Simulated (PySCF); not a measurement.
# OsO3(OH)2: from a saddle point downhill

PySCF 2.14.0, RKS BP86, Os def2-SVP with ECP60, O def2-SVP, H def2-SVP; non-relativistic Hamiltonian with scalar-relativistic core potentials where named; density fitting; no spin-orbit coupling. Relaxed within the symmetry of its start, the geometry (Cs) is

```xyz
8

Os   -0.0066    0.0018    0.0000
O    -0.9724   -0.1167    1.4334
O    -0.9724   -0.1167   -1.4334
O     1.7218    0.1763    0.0000
O    -0.1180    1.9457    0.0000
H     0.7488    2.4004    0.0000
O     0.3981   -1.9054    0.0000
H    -0.4058   -2.4706    0.0000
```

and its lowest harmonic modes are -155, 193, 242, 280, 303, 317 cm⁻¹ (negative: unstable). It was moved along the lowest mode and relaxed again.

Where does it end, and how much lower?

In C2, 0.097 eV lower, after 14 steps:
```xyz
8

Os   -0.0274   -0.0120   -0.1236
O    -1.1461   -0.1865    1.2028
O    -0.8713   -0.0242   -1.6228
O     1.6861    0.1709   -0.3900
O    -0.0603    1.8785    0.3318
H     0.7400    2.3316   -0.0145
O     0.3910   -1.8970    0.1088
H    -0.3186   -2.3467    0.6180
```

How do the contacts change?


| contact | saddle (Å) | end (Å) |
| --- | --- | --- |
| Os1–O2 (O) | 1.733 | 1.744 |
| Os1–O3 (O) | 1.733 | 1.720 |
| Os1–O4 (O) | 1.737 | 1.744 |
| Os1–O5 (OH) | 1.947 | 1.945 |
| Os1–O7 (OH) | 1.950 | 1.945 |


No frequency check is given for the end.

State: singlet.
